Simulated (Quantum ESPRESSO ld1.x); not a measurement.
Task: These are the eigenvalues of the occupied orbitals of an atom or ion with whole-number occupations (eV). Calculated with ld1.x of Quantum ESPRESSO 7.5: scalar-relativistic Kohn-Sham, PW91, spin-unpolarised, spherical densities, point nucleus.

| orbital | eigenvalue |
|---|---|
| 1s | -19825.6 |
| 2s | -2800.13 |
| 2p | -2503.53 |
| 3s | -476.567 |
| 3p | -379.362 |
| 3d | -221.130 |
| 4s | -64.4087 |
| 4p | -38.5364 |
| 5s | -4.1384 |
| 4d | -3.8007 |

Which element is it, and in what charge state? The configuration may be excited.

Result: Z = 42, molybdenum, charge 0: Mo in [Kr] 4d5 5s1. The list shows which subshells hold electrons but not how many an open one holds; the 1s level, -728.58 hartree, gives Z - s = 38.2 by -(Z - s)^2/2, which with screening and relativity narrows Z to a few neighbours, and the depths of the outer levels then fix element, charge and occupations together.
